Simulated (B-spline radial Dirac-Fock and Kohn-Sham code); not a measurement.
# Atomic SCF run for Xe

ΔSCF core binding energies without Breit or QED terms, calculated with a radial B-spline solver. Keys: rel is the Hamiltonian (dirac, or spin-free x2c and nr, where L3 and M5 stand for the whole 2p and 3d shells), method is hf or an exchange,correlation pair (spin-unpolarised, also for the hole states), nuc the nuclear model, radius_factor scales its radius, rmax is the box in bohr, h the logarithmic mesh step, order the B-spline order, points the quadrature points per cell, c_factor scales the speed of light, and damp, ndamp, maxit and tol steer the iteration. The run stops when the commutator error falls below 10·tol·max(1, Z/10), or the numerical noise floor, and the energy has settled to about 1e-8 Ha; the virial ratio is −V/T.

Input (task.json):

```json
{"items": [{"Z": 54, "q": 0, "cfg": [[1, 0, 2], [2, 0, 2], [2, 1, 6], [3, 0, 2], [3, 1, 6], [3, 2, 10], [4, 0, 2], [4, 1, 6], [4, 2, 10], [5, 0, 2], [5, 1, 6]], "A": 132, "rrms": 4.7859, "do": "settings", "holes": ["K", "L3", "M5"],
  "settings": [{"rel": "dirac", "method": "hf", "nuc": "fermi", "radius_factor": 1.0, "rmax": 45.0, "h": 0.3, "order": 8, "points": 10, "c_factor": 1.0, "maxit": 71, "damp": 0.995, "ndamp": 100, "tol": 1e-08}]}]}
```

Command: `python xray2_run.py task.json out`

Ground-state iterations:

```
iter   energy (Ha)        error
   1    -7443.38028666  1.84e+00
   2    -7445.76894743  2.41e-01
   3    -7445.78611312  2.39e-01
   4    -7445.80301651  2.37e-01
   5    -7445.81966164  2.35e-01
   6    -7445.83605251  2.33e-01
   7    -7445.85219305  2.31e-01
   8    -7445.86808711  2.30e-01
   9    -7445.88373852  2.28e-01
  10    -7445.89915099  2.26e-01
  11    -7445.91432824  2.24e-01
  12    -7445.92927387  2.22e-01
  13    -7445.94399146  2.21e-01
  14    -7445.95848453  2.19e-01
  15    -7445.97275652  2.17e-01
  23    -7446.07937129  2.03e-01
  31    -7446.17366329  1.91e-01
  39    -7446.25706570  1.79e-01
  47    -7446.33084255  1.68e-01
  55    -7446.39610931  1.57e-01
  63    -7446.45385080  1.47e-01
  71    -7446.50493693  1.38e-01
```

The ground state had not converged after 71 iterations, with total energy -7446.50494 Ha, virial ratio 1.93619 and highest orbital energy -8.18 eV. ΔSCF binding energies: K (1s) 34707.8 eV, L3 (2p3/2) 4813.7 eV, M5 (3d5/2) 689.0 eV (not all states converged, so these are not final).

Question: One setting is unsound. Which, and why?

Answer: damp is so close to 1 that the orbitals hardly move in each step. With the default settings (Dirac Hartree-Fock): The ground state converged in 11 iterations, with total energy -7446.89846 Ha, virial ratio 1.94128 and highest orbital energy -11.97 eV. ΔSCF binding energies: K (1s) 34686.9 eV, L3 (2p3/2) 4796.0 eV, M5 (3d5/2) 676.7 eV.
